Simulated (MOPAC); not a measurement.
MOPAC input (PM7):

```
PM7 FORCE THERMO(298,298) PRECISE LET GEO-OK AUX(PRECISION=9) THREADS=1
PbS

Pb    0.00000000 1    0.00000000 1   -0.30748371 1
S     0.00000000 1   -0.00000000 1    1.86014271 1
```

From the output:

```
     S    2   2.136317   2.136355

          HEAT OF FORMATION =      38.084609 KCALS/MOLE

          ZERO POINT ENERGY       0.517 KCAL/MOL

           NORMAL COORDINATE ANALYSIS (Total motion = 1 Angstrom)

   Root No.       1

                 1 Sig

                 361.4

           1   -0.1340
           2    0.0000
           3    0.0000
           4    0.8660
           5    0.0000
           6   -0.0000

           MASS-WEIGHTED COORDINATE ANALYSIS (NORMAL COORDINATES)

   Root No.       1

                 1 Sig

                 361.4

           1   -0.3661
           2    0.0000
           3    0.0000
           4    0.9306
           5   -0.0000
           6   -0.0000

          DESCRIPTION OF VIBRATIONS

 VIBRATION          1    1Sig        ATOM PAIR     ENERGY CONTRIBUTION    RADIAL
 FREQUENCY           361.38         Pb1 -- S 2        +100.0% (100.0%)    100.0%
 TRANSITION DIPOLE   7.4024
 TRAVEL (Ang.)       0.0820
 REDUCED MASS       27.7641
 EFFECTIVE MASS     46.6797
 FORCE CONSTANT      2.1363

      SYMMETRY NUMBER FOR POINT-GROUP C*v =  1

          SYSTEM IS A GROUND STATE

 PbS

          MOLECULE IS LINEAR

          THERE ARE  1 GENUINE VIBRATIONS IN THIS SYSTEM
          THIS THERMODYNAMICS CALCULATION IS LIMITED TO
          MOLECULES WHICH HAVE NO INTERNAL ROTATIONS

                    CALCULATED THERMODYNAMIC PROPERTIES
                                          *
   TEMP. (K)   PARTITION FUNCTION   H.O.F.    ENTHALPY  HEAT CAPACITY ENTROPY
                                   KCAL/MOL   CAL/MOLE    CAL/K/MOL  CAL/K/MOL

 298.00  VIB.     0.1212D+01                   218.6893     1.5514     1.1154
         ROT.     0.1603D+04                   592.1869     1.9872    16.6518
         INT.     0.1942D+04                   810.8762     3.5386    17.7672
         TRA.     0.3578D+28                  1480.4672     4.9680    42.3162
         TOT.                       38.085    2291.3434     8.5066    60.0833

   *: NOTE: HEATS OF FORMATION ARE RELATIVE TO THE
            ELEMENTS IN THEIR STANDARD STATE AT 298K
              (=  Standard Enthalpy of Formation).

            Hvib:  Zero-point energy is not included.
                   frequencies of less than zero cm-1 are not included.
            Hrot = (3/2)RT
            Htra = (3/2)RT + pV = (5/2)RT

            Heat capacity is Cp, not Cv

          For more information, see: HTTP://OpenMOPAC.net/Manual/thermochemistry.html

           FORCE CONSTANT IN CARTESIAN COORDINATES (Millidynes/A)

    ATOM   CHEMICAL       X               Y               Z
   NUMBER   SYMBOL  FORCE CONSTANT  FORCE CONSTANT  FORCE CONSTANT

      1      Pb        2.136317        0.000754        0.000754
      2       S        2.136317        0.000754        0.000754

 **********************
 *                    *
 * JOB ENDED NORMALLY *
 *                    *
 **********************

 == MOPAC DONE ==
```
